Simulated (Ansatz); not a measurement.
Geometry optimisation, RKS r2SCAN/def2-SVP (Ansatz 0.2.0).

input.yaml

```yaml
crystal:
  periodic: [false, false, false]
  atoms:
    - { symbol: B, position_ang: [0.0, 0.0, 0.0] }
    - { symbol: Cl, position_ang: [0.0, 0.0, 2.21] }
    - { symbol: C, position_ang: [1.3856, 0.0, -0.8] }
    - { symbol: H, position_ang: [1.7152, -1.0462, -0.9702] }
    - { symbol: H, position_ang: [1.2491, 0.508, -1.7774] }
    - { symbol: H, position_ang: [2.1552, 0.5381, -0.2082] }
    - { symbol: C, position_ang: [-1.3856, 0.0, -0.8] }
    - { symbol: H, position_ang: [-1.9458, -0.9305, -0.5708] }
    - { symbol: H, position_ang: [-1.9898, 0.8797, -0.4946] }
    - { symbol: H, position_ang: [-1.1839, 0.0508, -1.8903] }
    - { symbol: "N", position_ang: [0.0829, 1.7537, 0.5833] }
    - { symbol: H, position_ang: [0.4765, 1.9752, 1.5423] }
    - { symbol: H, position_ang: [-0.2631, 2.537, -0.0414] }
    - { symbol: H, position_ang: [0.0597, 1.2619, 1.6502] }
basis:
  gaussian: { orbitals: def2-SVP }
hamiltonian:
  xc: r2scan
relax:
  f_tol: 0.15
  max_steps: 25
  restrain:
    - { distance: [0, 10], at: 1.55, k: 30.0 }
    - { distance: [13, 1], at: 1.37, k: 30.0 }
    - { distance: [0, 1], at: 3.06, k: 30.0 }
    - { distance: [13, 10], at: 2.26, k: 30.0 }
```

Run as:

```bash
$ ansatz run input.yaml --threads 4 --pin off --max-ram 5120MiB --backend cpu --events-out ev --progress --plain --runs-dir out
```

Problem. Where does it end, and by what steps?

Solution. It converged. The restraints hold the end off the free minimum; the threshold counts their pulls, which the force column leaves out. Restrained pairs: B1–N11 (1.85 → 1.48 Å), Cl2–H14 (1.38 → 1.34 Å), B1–Cl2 (2.21 → 3.07 Å), N11–H14 (1.18 → 2.25 Å). After 12 steps the energy has fallen by 5.480 eV (the restraints' own energy left out); H12 moved furthest, 1.32 Å.

```csv
step,energy less start (eV),largest force component (eV/Å),accepted
0,0.0000,5.351,yes
1,-1.6207,4.998,yes
2,-2.4623,4.624,yes
3,-3.3533,3.615,yes
4,-4.2063,1.403,yes
5,-4.6565,1.768,yes
6,-4.9828,1.949,yes
7,-5.2248,1.890,yes
8,-5.3775,1.878,yes
9,-5.4512,2.139,yes
10,-5.4684,1.983,yes
11,-5.4401,1.966,no
12,-5.4799,1.975,yes
```

```xyz
14
Properties=species:S:1:pos:R:3
B 0.040 0.720 -0.356
Cl -0.081 -0.629 2.400
C 1.401 -0.001 -0.682
H 1.338 -1.097 -0.592
H 1.653 0.212 -1.739
H 2.251 0.347 -0.074
C -1.354 0.140 -0.797
H -1.494 -0.885 -0.415
H -2.222 0.743 -0.486
H -1.378 0.060 -1.899
N 0.083 2.068 0.265
H 0.955 2.552 0.454
H -0.742 2.651 0.353
H -0.096 0.646 2.000
```

The run took 27 s on 4 threads of Arm Neoverse V2 (shared host), peak memory 0.2 GiB.
